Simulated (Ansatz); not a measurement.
Reaction (cleavage of the Si–Ga bond): `C[Si](C)(F)[GaH2]` + H₂Se → `C[Si](C)(F)[SeH]` + `[GaH3]`

Calculated with Ansatz (gas phase, PBE0-D4/def2-TZVP geometries, no zero-point term in ΔE). CBS: MP2 limit from def2 TZ/QZ plus the TZ coupled-cluster correction, frozen cores. Functionals use def2-TZVPP. For Ga, Se outer-core shells are correlated without core-valence functions, which leaves a few kJ/mol of doubt a bond. Scalar relativity is left out up to krypton. Each species was taken in one conformer, which may not be the lowest.

Problem. Is it downhill or uphill in electronic energy at CCSD(T)/CBS, and by how much? (An estimate is asked.)

Solution. The calculation gave: Downhill: ΔE = -0.69 eV.

Problem. What do these levels give: PBE-QIDH, PBE, revPBE, BHLYP, CCSD/def2-TZVPP, MP2/def2-QZVPP? (An estimate is asked.)

Solution. Ansatz gave: PBE-QIDH -0.73, PBE -0.58, revPBE -0.56, BHLYP -0.70, CCSD/def2-TZVPP -0.67, MP2/def2-QZVPP -0.78 eV.

Problem. What do rigid-rotor, harmonic-oscillator terms from PBE0-D4/def2-TZVP frequencies (298.15 K, 1 bar) make of the CCSD(T)/CBS value? (An estimate is asked.)

Solution. Ansatz gave: ΔZPE = 0.00 eV, ΔH = -0.70 eV, ΔS = -17 J/(mol·K), ΔG = -0.65 eV.

Largest T1 diagnostic among the species: 0.013.

Leaving LDA and LC-ωPBE aside and taking each functional with its dispersion term where it has one, the values, not all of them listed here, spread over 0.15 eV, from B97M-V to PBE-D4. LDA lies −0.04 eV from PBE without D4. At CCSD(T), def2-SVP lies +0.07 eV from the extrapolated value and def2-TZVPP +0.02 eV. From PBE to PBE0 (25 % exact exchange), in def2-TZVPP and without D4, ΔE moves by −0.06 eV.
